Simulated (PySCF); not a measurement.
PySCF input file for InF, SMILES [F][In] (connectivity only; charge and spin as stated), neutral, multiplicity 1, IEF-PCM-ωB97X/def2-TZVPD. Geometry: B3LYP-D3(BJ)/def2-TZVP. The def2 effective core potentials stand for the cores of In; spin–orbit coupling is left out.

```python
import numpy as np
from pyscf import gto, scf, dft
from pyscf.solvent import pcm

mol = gto.M(
    atom='''
    In    0.00000000    0.00000000   -0.31203780
    F     0.00000000    0.00000000    1.69887248
    ''',
    basis='def2-TZVPD',
    ecp={'In': 'def2-tzvp'},
    charge=0,
    spin=0,
    max_memory=1600,
    verbose=3,
)
mf = dft.RKS(mol, xc='wb97x').density_fit(auxbasis='def2-universal-jkfit')
mf.grids.level = 3
mf.conv_tol = 1e-9
mf.max_cycle = 100
mf.kernel()
res = {}
for name, eps in {'water': 78.355, 'diethylether': 4.24, 'dichloromethane': 8.93}.items():
    s = mf.PCM()
    s.with_solvent.method, s.with_solvent.eps, s.with_solvent.lebedev_order = 'IEF-PCM', eps, 29
    s.kernel(mf.make_rdm1())
    res[name] = (s.e_tot, eps, s.dip_moment(), s.mo_energy, s.converged)
    print(f'{name}: electrostatic solvation free energy {(s.e_tot - mf.e_tot) * 627.509474:.3f} kcal/mol')
```

Log of the run:

```
converged SCF energy = -290.102509668246

WARN: PCM is an experimental feature. It is still in testing.
Features and APIs may be changed in the future.

converged SCF energy = -290.118057652438
Dipole moment(X, Y, Z, Debye): -0.00000,  0.00000, -4.40728
water: electrostatic solvation free energy -9.757 kcal/mol

WARN: PCM is an experimental feature. It is still in testing.
Features and APIs may be changed in the future.

converged SCF energy = -290.113283722908
Dipole moment(X, Y, Z, Debye): -0.00000,  0.00000, -4.09398
diethylether: electrostatic solvation free energy -6.761 kcal/mol

WARN: PCM is an experimental feature. It is still in testing.
Features and APIs may be changed in the future.

converged SCF energy = -290.115803127646
Dipole moment(X, Y, Z, Debye): -0.00000, -0.00000, -4.25819
dichloromethane: electrostatic solvation free energy -8.342 kcal/mol
```

The run converged.

Cost: very roughly 18 core-seconds.
